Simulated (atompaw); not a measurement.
## What the settings do to the PAW (atompaw) potential of Ir

Base potential:

- Element: Ir
- Generator: atompaw 4.2.0.5
- Type: PAW
- Functional: PBE
- Relativity: scalar-relativistic
- Frozen core: [Kr] 4d10 4f14
- Valence charge: 17
- Reference configuration: 5s2 5p6 5d8 6s1 6p0
- Partial waves: 5s (bound): rc 1.35 bohr; 6s (bound): rc 1.80 bohr; 5p (bound): rc 1.80 bohr; 6p (bound, empty): rc 2.40 bohr; 5d (bound): rc 2.40 bohr; 5d channel at 2 Ry: rc 2.40 bohr; 5f channel at 0.2 Ry: rc 2.40 bohr; 5f channel at 1.7 Ry: rc 1.80 bohr
- Local potential: vpsmatchnc scheme with l = 4 at -0.5 Ry, radius 1.75 bohr
- Core correction: smooth core density matched at 2.30 bohr
- Augmentation charge: gaussian compensation charge, radius 1.85 bohr; PAW radius 2.40 bohr; waves and projectors: custom polynom2 7 10 vanderbiltortho

All-electron outer shells of the reference configuration (PBE, scalar-relativistic, ld1.x):

```tsv
shell	level (eV)	outermost node (bohr)	outermost maximum (bohr)
4d	-288.33	0.21	0.42
5s	-95.43	0.50	0.89
4f	-59.54	–	0.39
5p	-52.30	0.54	1.01
6s	-5.55	1.17	2.44
5d	-5.42	0.59	1.31
6p	-0.91	1.40	3.74
```

Cutoffs, loose and tight: the cutoffs (Ry, on a coarse ladder) from which the occupation-weighted sum of valence levels, in a spherical-Bessel basis at the reference potential, stays within 10 and 1 mRy of its value at 400 Ry. They see the waves, projectors and local potential, not the compensation charge or the core. A dash means not determined.

A true bound ghost makes a file unfit for plane-wave use even where its test errors are small: the radial tests pick states by their node count and pass the ghost by.

```tsv
change	outcome	cutoff, loose	cutoff, tight	bound ghosts
base	generated	35 Ry	100 Ry	none
all radii scaled by about 0.74 (s 1.00, p 1.34, d 1.78, f 1.78 bohr); local potential vpsmatchnc scheme with l = 4 at -0.5 Ry, radius 1.30 bohr; augmentation gaussian compensation charge, radius 1.38 bohr; PAW radius 1.78 bohr; waves and projectors: custom polynom2 7 10 vanderbiltortho; core correction smooth core density matched at 1.72 bohr	generated	260 Ry	over 300 Ry	s, f
all radii scaled by about 0.82 (s 1.10, p 1.46, d 1.96, f 1.96 bohr); local potential vpsmatchnc scheme with l = 4 at -0.5 Ry, radius 1.42 bohr; augmentation gaussian compensation charge, radius 1.50 bohr; PAW radius 1.96 bohr; waves and projectors: custom polynom2 7 10 vanderbiltortho; core correction smooth core density matched at 1.88 bohr	generated	45 Ry	260 Ry	s, f
all radii scaled by about 0.94 (s 1.28, p 1.70, d 2.26, f 2.26 bohr); local potential vpsmatchnc scheme with l = 4 at -0.5 Ry, radius 1.66 bohr; augmentation gaussian compensation charge, radius 1.74 bohr; PAW radius 2.26 bohr; waves and projectors: custom polynom2 7 10 vanderbiltortho; core correction smooth core density matched at 2.18 bohr	generated	25 Ry	120 Ry	none
all radii scaled by about 1.07 (s 1.44, p 1.92, d 2.56, f 2.56 bohr); local potential vpsmatchnc scheme with l = 4 at -0.5 Ry, radius 1.86 bohr; augmentation gaussian compensation charge, radius 1.96 bohr; PAW radius 2.56 bohr; waves and projectors: custom polynom2 7 10 vanderbiltortho; core correction smooth core density matched at 2.44 bohr	generated	35 Ry	90 Ry	none
all radii scaled by about 1.12 (s 1.50, p 2.02, d 2.68, f 2.68 bohr); local potential vpsmatchnc scheme with l = 4 at -0.5 Ry, radius 1.96 bohr; augmentation gaussian compensation charge, radius 2.06 bohr; PAW radius 2.68 bohr; waves and projectors: custom polynom2 7 10 vanderbiltortho; core correction smooth core density matched at 2.56 bohr	generated	30 Ry	80 Ry	none
all radii scaled by about 1.24 (s 1.68, p 2.24, d 2.98, f 2.98 bohr); local potential vpsmatchnc scheme with l = 4 at -0.5 Ry, radius 2.18 bohr; augmentation gaussian compensation charge, radius 2.30 bohr; PAW radius 2.98 bohr; waves and projectors: custom polynom2 7 10 vanderbiltortho; core correction smooth core density matched at 2.86 bohr	generated	25 Ry	50 Ry	none
```

(1) What comes out with this change to the base: all radii scaled by about 1.18 (s 1.60, p 2.12, d 2.84, f 2.84 bohr); local potential vpsmatchnc scheme with l = 4 at -0.5 Ry, radius 2.06 bohr; augmentation gaussian compensation charge, radius 2.18 bohr; PAW radius 2.84 bohr; waves and projectors: custom polynom2 7 10 vanderbiltortho; core correction smooth core density matched at 2.72 bohr?

(2) What comes out with this change to the base: all radii scaled by about 1.28 (s 1.72, p 2.30, d 3.08, f 3.08 bohr); local potential vpsmatchnc scheme with l = 4 at -0.5 Ry, radius 2.24 bohr; augmentation gaussian compensation charge, radius 2.36 bohr; PAW radius 3.08 bohr; waves and projectors: custom polynom2 7 10 vanderbiltortho; core correction smooth core density matched at 2.94 bohr?

(3) What comes out with this change to the base: all radii scaled by about 0.88 (s 1.18, p 1.58, d 2.10, f 2.10 bohr); local potential vpsmatchnc scheme with l = 4 at -0.5 Ry, radius 1.54 bohr; augmentation gaussian compensation charge, radius 1.62 bohr; PAW radius 2.10 bohr; waves and projectors: custom polynom2 7 10 vanderbiltortho; core correction smooth core density matched at 2.02 bohr?

Results:

(1) outcome: generated; cutoff, loose: 25 Ry; cutoff, tight: 60 Ry; bound ghosts: none.

(2) outcome: generated; cutoff, loose: 21 Ry; cutoff, tight: 50 Ry; bound ghosts: none.

(3) outcome: generated; cutoff, loose: 35 Ry; cutoff, tight: 140 Ry; bound ghosts: s, f.

Reading the sweep of the scale of all radii (base = 1) (base included, trends over the rows without a ghost): The loose cutoff falls from 25 Ry at 0.94 to 21 Ry at 1.28, with one reversal. A larger radius leaves more room for a smooth pseudo-wave, so fewer plane waves are needed; a smaller one forces it to follow the all-electron wave where it bends sharply. Bound ghosts are found at 0.74, 0.82, 0.88.
